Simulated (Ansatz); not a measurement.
Molecule: sum formula BN₂H₅, charge 0, multiplicity 1. SMILES: NBN
Geometry from a B3LYP-D3(BJ)/def2-TZVP (Ansatz, an electronic-structure program) optimisation:
```xyz
8

B     -0.0373    -0.2294     0.4415
N     -1.2201     0.2041    -0.1962
N      1.2464    -0.0420    -0.1157
H     -0.1267    -0.7790     1.4993
H     -1.2476     0.6744    -1.0851
H     -2.1264     0.0644     0.2112
H      1.4236     0.4079    -0.9979
H      2.0791    -0.3552     0.3484
```

Property: vertical ionisation energy (to the doublet state of charge +1; each state is the SCF solution reached for its spin; the UHF <S^2> is 0.90 for the doublet (pure: 0.75)), in eV. Cores are frozen in the correlated levels unless marked. Open shells are spin-unrestricted. Spin-orbit coupling is left out. No relativistic terms. Basis-set limits of correlation are two-point, X^-3; Hartree-Fock from the larger set. [CCSD(T)-MP2]/basis is that difference in the basis named. The program attaches cautions to a run behind SCS-MP2/aug-cc-pVDZ: other roots. The program attaches cautions to a run behind SCS-MP2/aug-cc-pVTZ: other roots. The program attaches cautions to a run behind CCSD/aug-cc-pVTZ: other roots. The program attaches cautions to a run behind RI-MP2/CBS(aug-cc-pVTZ,aug-cc-pVQZ)+[CCSD(T)-MP2]/aug-cc-pVTZ: other roots.

```csv
level,program,vertical ionisation energy (eV)
SVWN5/def2-TZVPD,Ansatz,9.35
B3LYP/def2-TZVPD,Ansatz,9.26
CAM-B3LYP/def2-TZVPD,Ansatz,…
B2PLYP/def2-TZVPD,Ansatz,…
SCS-MP2/aug-cc-pVDZ,Ansatz,9.61
SCS-MP2/aug-cc-pVTZ,Ansatz,9.81
CCSD/aug-cc-pVTZ,Ansatz,9.43
"RI-MP2/CBS(aug-cc-pVTZ,aug-cc-pVQZ)+[CCSD(T)-MP2]/aug-cc-pVTZ",Ansatz,…
```

### Question
Fill in the missing entries.

### Answer

- CAM-B3LYP/def2-TZVPD, vertical ionisation energy (eV): 9.42
- B2PLYP/def2-TZVPD, vertical ionisation energy (eV): 9.33
- RI-MP2/CBS(aug-cc-pVTZ,aug-cc-pVQZ)+[CCSD(T)-MP2]/aug-cc-pVTZ, vertical ionisation energy (eV): 9.57
